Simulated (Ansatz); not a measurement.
Computed with Ansatz on PBE0-D4/def2-TZVP structures; ΔE is electronic, products minus reactants. CCSD(T)/CBS is the MP2 limit (def2-TZVPP, def2-QZVPP) plus CCSD(T) − MP2 in def2-TZVPP, frozen cores. This one scheme is used for every species. Functionals use def2-TZVPP. B3LYP here is the variant with VWN-RPA as its local correlation; programs differ in this. One conformer a species, not always the lowest.

Reaction (ligand exchange at the Si–N bond): `O[SiH](O)N[SiH](Cl)Cl` + `C=C[SiH2]S` → `C=C[SiH2]S[SiH](Cl)Cl` + `N[SiH](O)O`

| level | ΔE (eV) |
| --- | --- |
| r2SCAN-D4 | 0.05 |
| ωB97X-V | 0.08 |
| ωB97M-V | 0.07 |
| PBE | 0.01 |
| B3LYP | 0.15 |
| MP2/def2-TZVPP | 0.03 |
| HF/def2-QZVPP | 0.30 |
| MP2/CBS(def2) | -0.02 |

Question: What does CCSD(T)/CBS give? (Estimate.)

Answer: Ansatz gave: +0.05 eV. The listed levels differ from it by 0.00, 0.03, 0.02, -0.04, 0.10, -0.02, 0.25, -0.07 eV.

Largest T1 diagnostic among the species: 0.011.

The D4 term adds −0.10 eV with B3LYP and −0.06 eV with PBE0; it sums over pairs of atoms, weighted by their polarisabilities, and B3LYP, whose exchange is more repulsive, gets the larger term. From PBE to PBE0 (25 % exact exchange), in def2-TZVPP and without D4, ΔE moves by +0.04 eV. In def2-TZVPP, CCSD(T) changes the Hartree–Fock value by −0.19 eV (the triples alone add −0.04 eV) and MP2 by −0.26 eV.
